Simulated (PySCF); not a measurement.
NMR problem set

PySCF 2.14.0 with density-fitted response routines calculation with σ from GIAO-PBE0/pcSseg-1 and structure optimised with GFN2-xTB; single conformer, relativity neglected, no solvent, one averaged value for each set of equivalent atoms.

Chemical shifts δ = σref − σ; ¹H (σref 31.72), ¹³C (σref 186.93) vs TMS, all at this level. Splittings of carbon signals by F and P are missing where no couplings were computed. Where no couplings were computed, multiplicities follow the n + 1 count of equivalent neighbours, and m marks all less simple cases (inequivalent or close neighbours, rings, F or P nearby). Shifts are as computed. Against solution values, carbons near 30 ppm lie about +3 ppm off and those near 130 ppm about +5 ppm. Of 1211 compounds with measured shifts, 218 miss one by over three times the rms of a fit or turn the order of signals round; such compounds aren't used in these exercises. OH and NH positions are gas-phase values without hydrogen bonding to other molecules.

**Question.** C₂H₁₂N₂OSi₃. ¹H NMR (500 MHz, computed): δ 5.43 (m, 1H), 5.29 (m, 1H), 5.29 (m, 1H), 5.28 (m, 1H), 5.07 (s, 1H), 2.69 (s, 3H), 0.69 (br s, 1H), 0.58 (m, 1H), 0.04 (br s, 1H), -0.45 (m, 1H). ¹³C{¹H} NMR (computed): δ 27.5 (CH3), -3.6 (CH2). Identify the compound.

**Answer.** SMILES CN[Si@H]1N[SiH2]C[SiH2]O1. Rings plus π bonds: 1 (1 ring in the answer). 2 carbon signals for 2 carbons: no two carbons are equivalent. Carbon types of the structure: 1 × CH2, 1 × CH3, leaving 7 H on heteroatoms. δC 27.5: methyl carbon bonded to N; pulled downfield by the heteroatom. δH 2.69: hydrogen on a methyl carbon bonded to N; its carbon carries N, which withdraws density. δH 0.58, -0.45: hydrogen on an sp3 CH2 bonded to 2 Si; an electropositive neighbour shields it, as in TMS itself. δH 0.04: hydrogen on a nitrogen bonded to 2 Si, in a 6-membered ring; exchangeable, gas-phase position.

The shifts were computed for this structure.

**Question.** C₈H₁₁P. ¹H NMR (500 MHz, computed): δ 9.24 (m, 1H), 8.01 (m, 1H), 7.94 (m, 1H), 7.68 (m, 1H), 2.83 (m, 1H), 1.58 (d, 6H). ¹³C{¹H} NMR (computed): δ 197.1 (C), 165.5 (CH), 137.6 (CH), 136.2 (CH), 134.4 (CH), 45.9 (CH), 32.6 (CH3). Give a structure.

**Answer.** SMILES CC(C)c1ccccp1. 7 carbon signals for 8 carbons: some carbons are equivalent by symmetry or fast rotation. Carbon types of the structure: 1 × C, 5 × CH, 2 × CH3, which accounts for all hydrogens. δC 197.1: substituted aromatic carbon. δC 165.5, 137.6, 136.2, 134.4: aromatic CH. δC 45.9: sp3 CH on an aromatic ring; aliphatic region, no heteroatom directly attached. δH 9.24, 8.01, 7.94, 7.68: hydrogen on an aromatic CH; it sits in the deshielding region of the aromatic ring current.

The data come from this structure; uniqueness wasn't tested.
